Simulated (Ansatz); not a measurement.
Born–Oppenheimer molecular dynamics of CHBFNO (6 atoms, charge 0, multiplicity 1). It starts from a relaxed structure.

Theory: RKS PBE0-D4/def2-SVP (Ansatz).

```
ensemble                      : NVE (Milne-controlled integrator)
time step                     : 0.5 fs
steps asked                   : 113
starting velocities drawn for : 200 K
masses                        : H 2.014 u
seed                          : 195691
```

First frame:

```xyz
6
Properties=species:S:1:pos:R:3
O 0.869 -2.326 0.994
C 0.538 -1.333 0.486
N 0.225 -0.323 -0.081
B -0.371 0.929 -0.357
F -0.136 1.497 -1.524
H -1.083 1.491 0.436
```

Problem. What does the run give?

Solution. The run went to its last step.

```
steps done                                               : 113
time covered                                             : 56.5 fs
mean temperature over the second half                    : 110 K
spread of the potential energy over the second half      : 2.1 meV per atom
mean potential energy of the second half above the start : 7.8 meV per atom
```

The conserved energy stayed within 0.00067 meV per atom of its start (net change 0 meV per atom), so the integration is sound. The temperature averaged 0.55 of the 200 K drawn at the start: a run that starts near a minimum puts about half its kinetic energy into the potential. A run of 0.057 ps of so small a system gives no equilibrium averages.

Problem. What happens to the structure?

Solution. The same pairs are bonded in the first frame and the last. Pairs count as bonded within 1.25 times the sum of covalent radii (0.12 Å more for H–H). The details hang on the random start.

Problem. How do temperature and energy run in time?

Solution. 
```json
{"time (fs)": "0.0", "T (K)": "200", "potential energy less start (eV)": "0.000", "conserved less start (meV/atom)": "0.00"}
{"time (fs)": "2.5", "T (K)": "150", "potential energy less start (eV)": "0.026", "conserved less start (meV/atom)": "0.00"}
{"time (fs)": "5.0", "T (K)": "100", "potential energy less start (eV)": "0.052", "conserved less start (meV/atom)": "0.00"}
{"time (fs)": "7.5", "T (K)": "106", "potential energy less start (eV)": "0.049", "conserved less start (meV/atom)": "0.00"}
{"time (fs)": "10.0", "T (K)": "91", "potential energy less start (eV)": "0.057", "conserved less start (meV/atom)": "0.00"}
{"time (fs)": "12.5", "T (K)": "87", "potential energy less start (eV)": "0.059", "conserved less start (meV/atom)": "0.00"}
{"time (fs)": "15.0", "T (K)": "122", "potential energy less start (eV)": "0.040", "conserved less start (meV/atom)": "0.00"}
{"time (fs)": "17.5", "T (K)": "140", "potential energy less start (eV)": "0.031", "conserved less start (meV/atom)": "0.00"}
{"time (fs)": "20.0", "T (K)": "121", "potential energy less start (eV)": "0.041", "conserved less start (meV/atom)": "0.00"}
{"time (fs)": "22.5", "T (K)": "132", "potential energy less start (eV)": "0.035", "conserved less start (meV/atom)": "0.00"}
{"time (fs)": "25.0", "T (K)": "140", "potential energy less start (eV)": "0.031", "conserved less start (meV/atom)": "0.00"}
{"time (fs)": "27.5", "T (K)": "99", "potential energy less start (eV)": "0.052", "conserved less start (meV/atom)": "0.00"}
{"time (fs)": "30.0", "T (K)": "81", "potential energy less start (eV)": "0.061", "conserved less start (meV/atom)": "0.00"}
{"time (fs)": "32.5", "T (K)": "115", "potential energy less start (eV)": "0.044", "conserved less start (meV/atom)": "0.00"}
{"time (fs)": "35.0", "T (K)": "125", "potential energy less start (eV)": "0.039", "conserved less start (meV/atom)": "0.00"}
{"time (fs)": "37.5", "T (K)": "118", "potential energy less start (eV)": "0.043", "conserved less start (meV/atom)": "0.00"}
{"time (fs)": "40.0", "T (K)": "147", "potential energy less start (eV)": "0.028", "conserved less start (meV/atom)": "0.00"}
{"time (fs)": "42.5", "T (K)": "132", "potential energy less start (eV)": "0.035", "conserved less start (meV/atom)": "0.00"}
{"time (fs)": "45.0", "T (K)": "90", "potential energy less start (eV)": "0.057", "conserved less start (meV/atom)": "0.00"}
{"time (fs)": "47.5", "T (K)": "109", "potential energy less start (eV)": "0.047", "conserved less start (meV/atom)": "0.00"}
{"time (fs)": "50.0", "T (K)": "141", "potential energy less start (eV)": "0.031", "conserved less start (meV/atom)": "0.00"}
{"time (fs)": "52.5", "T (K)": "100", "potential energy less start (eV)": "0.052", "conserved less start (meV/atom)": "0.00"}
{"time (fs)": "55.0", "T (K)": "62", "potential energy less start (eV)": "0.071", "conserved less start (meV/atom)": "0.00"}
```

Time of the run: 13 min on 1 CPU thread of a shared host.
